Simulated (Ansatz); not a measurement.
BGaH6Si can be A, `[BH2][GaH][SiH3]`, or B, `[SiH3][BH][GaH2]`.

Program: Ansatz. Geometries: PBE0-D4/def2-TZVP. ΔE: electronic, gas phase. CCSD(T)/CBS adds triple-zeta CCSD(T) − MP2 to the extrapolated MP2 energy (def2 sets, frozen cores). Functionals use def2-TZVPP. B3LYP here is the variant with VWN-RPA as its local correlation; programs differ in this. For Ga outer-core shells are correlated without core-valence functions, which leaves a few kJ/mol of doubt a bond. Scalar relativity is left out up to krypton.

A:

```xyz
9

B    -1.1486    1.8560   -0.3177
Ga    0.0373    0.2703   -0.8792
Si    0.7682   -1.4200    0.6977
H    -2.3451    1.7866   -0.3238
H    -0.6836    2.8858    0.0820
H     0.5433    0.0500   -2.3559
H     0.2812   -2.7631    0.2702
H     0.2892   -1.1901    2.0889
H     2.2579   -1.4754    0.7378
```

B:

Z-matrix (Å, degrees):
```
Si
B 1 2.007
H 1 1.490 2 113.1
H 1 1.489 2 114.7 3 124.7
H 1 1.495 2 104.9 3 -117.6
Ga 2 2.057 1 124.5 3 -141.3
H 2 1.200 1 115.3 3 41.4
H 6 1.575 2 121.3 1 92.5
H 6 1.574 2 122.4 1 -85.7
```

Q: Which isomer does CCSD(T)/CBS put lower? Give the gap. (Estimate.)

A: Computed: A, by 28.4 kJ/mol.

Q: Give E(B) − E(A) in kJ/mol with HF/def2-TZVPP, B3LYP-D4, MP2/def2-TZVPP, B3LYP, PBE0-D4, BLYP-D4, ωB97M-V. (Best estimate.)

A: Ansatz gave: HF/def2-TZVPP 27.3, B3LYP-D4 28.0, MP2/def2-TZVPP 29.3, B3LYP 29.2, PBE0-D4 27.4, BLYP-D4 27.7, ωB97M-V 27.2. None reverses the order clearly.

Q: Does the order hold for the free energy at 298.15 K (harmonic terms from PBE0-D4)? (An estimate is asked.)

A: The calculation gave: Yes: G(B) − G(A) = +26.4 kJ/mol. Modes under 60 cm⁻¹, often nearly free rotors, make the harmonic entropy too high.

Largest T1 diagnostic: 0.015.

At CCSD(T), def2-SVP lies −5.2 kJ/mol from the extrapolated value and def2-TZVPP −0.8 kJ/mol. Leaving LDA and LC-ωPBE aside and taking each functional with its dispersion term where it has one, the values, not all of them listed here, spread over 12.5 kJ/mol, from B97M-V to B2PLYP. LDA lies −5.0 kJ/mol from PBE without D4.
